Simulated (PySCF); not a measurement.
Trends in electronic spectra. Method used: PySCF, TDDFT wB97X-D/def2-SVPD, vertical, gas phase, core orbitals frozen in the response. Geometries: GFN2-xTB; one conformer of each isolated species. Triplets are in the Tamm–Dancoff approximation. 'Strongest' means the level of largest summed f among the lowest 8 singlets; it needn't be the same kind of state in each. Ions are computed without counter-ions or solvent.

Task: Rank by computed lowest singlet excitation energy, highest first.
A. `N#CC1=CN(C=O)C=C1`
B. `N#Cc1cccc[n+]1[O-]`
C. `C#CC[SiH2][SiH2]OC`
D. `C(#[C-])C#N`
E. `CCO/C=C\[SiH2]F`

Result: C (6.53 eV), E (6.28 eV), A (5.00 eV), D (4.69 eV), B (4.17 eV).

```json
{"SMILES": "C#CC[SiH2][SiH2]OC", "S1 (eV)": "6.53", "LUMO (eV)": "1.47", "f (strongest)": "0.05", "α (au)": "104.2", "first f ≥ 0.01 (nm)": "185", "strongest (eV)": "6.69", "S1 mainly": "H→L+5 (29%)"}
{"SMILES": "CCO/C=C\\[SiH2]F", "S1 (eV)": "6.28", "LUMO (eV)": "1.57", "f (strongest)": "0.40", "α (au)": "80.5", "first f ≥ 0.01 (nm)": "197", "strongest (eV)": "6.28", "S1 mainly": "H→L (96%)"}
{"SMILES": "N#Cc1ccn(C=O)c1", "S1 (eV)": "5.00", "LUMO (eV)": "-0.43", "f (strongest)": "0.33", "α (au)": "84.5", "first f ≥ 0.01 (nm)": "248", "strongest (eV)": "6.79", "S1 mainly": "H→L (63%)"}
{"SMILES": "[C-]#CC#N", "S1 (eV)": "4.69", "LUMO (eV)": "6.31", "f (strongest)": "0.24", "α (au)": "50.0", "first f ≥ 0.01 (nm)": "208", "strongest (eV)": "7.14", "S1 mainly": "H-1/H→L/L+1 (99%)"}
{"SMILES": "N#Cc1cccc[n+]1[O-]", "S1 (eV)": "4.17", "LUMO (eV)": "-0.71", "f (strongest)": "0.49", "α (au)": "87.7", "first f ≥ 0.01 (nm)": "297", "strongest (eV)": "5.89", "S1 mainly": "H→L (66%)"}
```

H and L stand for HOMO and LUMO. A slash joins orbitals within 0.01 eV of each other, whose weights are summed (≥ marks a lower bound).

Mean S1 by what the SMILES shows (count): a double or triple bond but no aromatic ring 5.84 eV (3); an aromatic ring 4.58 eV (2).
